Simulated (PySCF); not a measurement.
VF3 (triplet state).
Bonds: V1–F2, V1–F3, V1–F4.

Method: PySCF 2.14.0, PBE0-D3(BJ)/def2-SVP geometry optimisation, gas phase.

How far are the bound atoms from V1?

3 atoms: F2 1.720 Å, F3 1.732 Å, F4 1.734 Å.

List the angles at V1.

```csv
angle,degrees,distance of the outer atoms (Å)
F2–V1–F3,125.2,3.06
F2–V1–F4,124.0,3.05
F3–V1–F4,110.8,2.85
```

What is the shape at V1?

Planar: angles 125.2°, 124.0° and 110.8°, sum 360.0°, 0.00 Å off the plane of its three neighbours. The V–F distances aren't all alike: 1.720 to 1.734 Å.

What are the rotational constants (commonest isotopes, rigid rotor)?

A = 6539, B = 5446, C = 2971 MHz: an asymmetric top.

Point group: near D3h, missed by 0.21 Å at most; the miss may be what the optimiser left on a soft mode (C2v holds within 0.08 Å). Charge 0, triplet. ⟨S²⟩ = 2.009 (exact for a triplet: 2.00). PBE0-D3(BJ)/def2-SVP frequencies: not computed here.
